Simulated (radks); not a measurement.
Species: Ba. Configuration: [Xe] 6s2. Calculated with a radial shooting solver on a logarithmic mesh with Libxc functionals: scalar-relativistic Kohn-Sham, BP86, spin-unpolarised, spherical densities, point nucleus.

Normalised radial functions P(r) = r R(r), r in bohr:

```
   r/bohr * 4p, o 5s (the largest magnitude, 1.36, reaches the edge; | marks zero, & curves that meet)
 0.002642                             *o
   0.0031                             * o
 0.003609                             * o
 0.004202                             * o
 0.004931                             * o
  0.00574                             |*o
 0.006683                             |*o
 0.007842                             |* o
  0.00913                             |* o
  0.01063                             | *o
  0.01247                             | *o
  0.01452                             |  &
   0.0169                             | o *
  0.01984                             | o *
  0.02309                             | o  *
  0.02688                             |o    *
  0.03155                             o       *
  0.03673                            o|        *
  0.04276                           o |         *
  0.05018                          o  |         *
  0.05841                         o   |         *
    0.068                         o   |         *
   0.0798                         o   |       *
   0.0929                         o   |    *
   0.1082                           o |*
   0.1269                         *   o
   0.1478                    *        |  o
    0.172                *            |    o
   0.2019              *              |     o
    0.235              *              |     o
   0.2736                  *          |   o
    0.321                         *   |o
   0.3737                          o  |    *
   0.4351                      o      |             *
   0.5106                   o         |                     *
   0.5944                    o        |                         *
    0.692                        o    |                          *
    0.812                             |o                      *
   0.9453                             |       o         *
    1.101                             |            &
    1.291                             |      *         o
    1.503                             |   *             o
     1.75                             | *              o
    2.054                             |*           o
    2.391                             *        o
    2.784                             *     o
    3.267                             *  o
    3.803                             * o
    4.427                             *o
    5.195                             &
    6.048                             &
    7.041                             &
    8.263                             &
    9.619                             &
     11.2                             &
    13.14                             &
     15.3                             &
```

4p: eigenvalue -181.06 eV, 2 radial nodes at r = 0.112, 0.346 bohr, <r> = 0.716 bohr, 90 % of the charge inside 1.04 bohr. 5s: eigenvalue -33.765 eV, 4 radial nodes at r = 0.0316, 0.125, 0.331, 0.798 bohr, <r> = 1.64 bohr, 90 % of the charge inside 2.36 bohr.
